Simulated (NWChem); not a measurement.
System: N$_{2}$H$_{4}$Te; SMILES N[Te]N

Input file for NWChem:

```
start job
memory heap 200 mb stack 900 mb global 1100 mb
geometry units angstroms noautoz
  Te     0.000000     0.000000     0.280391
  N     -1.642985     0.000000    -0.918566
  H     -1.740328    -0.833453    -1.493411
  H     -1.740328     0.833453    -1.493411
  N      1.642985     0.000000    -0.918566
  H      1.740328     0.833453    -1.493411
  H      1.740328    -0.833453    -1.493411
end
basis spherical
  Te library def2-svp
  N library def2-svp
  H library def2-svp
end
ecp
  Te library def2-ecp
end
dft
  xc b3lyp
  iterations 150
  vectors input atomic output neutral.movecs
end
task dft energy
charge 1
dft
  odft
  mult 2
  vectors input atomic output cation.movecs
end
task dft energy
```

Parts of the log:

```
             Northwest Computational Chemistry Package (NWChem) 7.3.0
             --------------------------------------------------------

 C2V symmetry detected

                             Geometry "geometry" -> ""
                             -------------------------

 Output coordinates in angstroms (scale by  1.889725989 to convert to a.u.)

  No.       Tag          Charge          X              Y              Z
 ---- ---------------- ---------- -------------- -------------- --------------
    1 Te                  52.0000     0.00000000     0.00000000     0.34115151
    2 N                    7.0000    -1.64298500     0.00000000    -0.85780549
    3 H                    1.0000    -1.74032800    -0.83345300    -1.43265049
    4 H                    1.0000    -1.74032800     0.83345300    -1.43265049
    5 N                    7.0000     1.64298500     0.00000000    -0.85780549
    6 H                    1.0000     1.74032800     0.83345300    -1.43265049
    7 H                    1.0000     1.74032800    -0.83345300    -1.43265049

 Effective nuclear repulsion energy (a.u.)     259.2684309858

      Symmetry information
      --------------------

 Group name             C2v
 Group number             16
 Group order               4
 No. of unique centers     3

                                 NWChem DFT Module
                                 -----------------

 Summary of "ao basis" -> "ao basis" (spherical)
 ------------------------------------------------------------------------------
       Tag                 Description            Shells   Functions and Types
 ---------------- ------------------------------  ------  ---------------------
 Te                         def2-svp                10       26   4s4p2d
 N                          def2-svp                 6       14   3s2p1d
 H                          def2-svp                 3        5   2s1p

      Symmetry analysis of basis
      --------------------------

        a1         27
        a2         11
        b1         21
        b2         15

            General Information
            -------------------
          SCF calculation type: DFT
          Wavefunction type:  closed shell.
          No. of atoms     :     7
          No. of electrons :    42
           Alpha electrons :    21
            Beta electrons :    21
          Charge           :     0
          Spin multiplicity:     1
          Use of symmetry is: on ; symmetry adaption is: on
          Maximum number of iterations: 150
          AO basis - number of functions:    74
                     number of shells:    34
          Convergence on energy requested:  1.00D-06
          Convergence on density requested:  1.00D-05
          Convergence on gradient requested:  5.00D-04

              XC Information
              --------------
                         B3LYP Method XC Potential
                     Hartree-Fock (Exact) Exchange  0.200
                        Slater Exchange Functional  0.800 local
                    Becke 1988 Exchange Functional  0.720 non-local
              Lee-Yang-Parr Correlation Functional  0.810
                  VWN I RPA Correlation Functional  0.190 local

             Grid Information
             ----------------
          Grid used for XC integration:  medium
          Radial quadrature: Mura-Knowles
          Angular quadrature: Lebedev.
          Tag              B.-S. Rad. Rad. Pts. Rad. Cut. Ang. Pts.
          ---              ---------- --------- --------- ---------
          Te                  1.40      123           9.0       590
          N                   0.65       49          10.0       434
          H                   0.35       45          10.0       434
          Grid pruning is: on
          Number of quadrature shells:   217
          Spatial weights used:  Erf1

      Superposition of Atomic Density Guess
      -------------------------------------

 Sum of atomic energies:        -421.70919762

      Non-variational initial energy
      ------------------------------

 Total energy =    -378.395771
 1-e energy   =    -883.892399
 2-e energy   =     370.828871
 HOMO         =      -0.219651
 LUMO         =      -0.001762

      Symmetry analysis of molecular orbitals - initial
      -------------------------------------------------

  Numbering of irreducible representations:

     1 a1          2 a2          3 b1          4 b2

  Orbital symmetries:

     1 b1          2 a1          3 a1          4 b1          5 a1
     6 b2          7 b1          8 a1          9 a2         10 a1
    11 b2         12 a1         13 b1         14 a1         15 b2
    16 a2         17 b1         18 a1         19 a1         20 b1
    21 b2         22 b1         23 a1         24 a1         25 b1
    26 b2         27 a2         28 a1         29 a2         30 a1
    31 b2

   convergence    iter        energy       DeltaE   RMS-Dens  Diis-err
 ---------------- ----- ----------------- --------- --------- ---------
 d= 0,ls=0.0,diis     1   -379.8675097254 -5.15D+02  1.17D-02  3.03D-01
 d= 0,ls=0.0,diis     2   -379.8811872138 -1.37D-02  5.34D-03  1.95D-01
 d= 0,ls=0.0,diis     3   -379.8982395772 -1.71D-02  1.90D-03  4.87D-02
 d= 0,ls=0.0,diis     4   -379.9037757693 -5.54D-03  4.19D-04  1.08D-03
 d= 0,ls=0.0,diis     5   -379.9039162316 -1.40D-04  6.51D-05  1.73D-05
  Resetting Diis
 d= 0,ls=0.0,diis     6   -379.9039185309 -2.30D-06  1.52D-05  6.96D-07
 d= 0,ls=0.0,diis     7   -379.9039186182 -8.73D-08  5.29D-06  2.87D-08

         Total DFT energy =     -379.903918618180
      One electron energy =     -886.695271973205
           Coulomb energy =      408.320717884612
    Exchange-Corr. energy =      -36.197122026042
 Nuclear repulsion energy =      134.667757496455

 Numeric. integr. density =       41.999982231077

                  Occupations of the irreducible representations
                  ----------------------------------------------

[...]
```

Level: B3LYP/def2-SVP with def2 effective core potentials on Te, vertical spin-unrestricted ions. Coordinates come from a PBE0/def2-SVP optimisation. def2 effective core potentials on Te; no spin-orbit coupling.
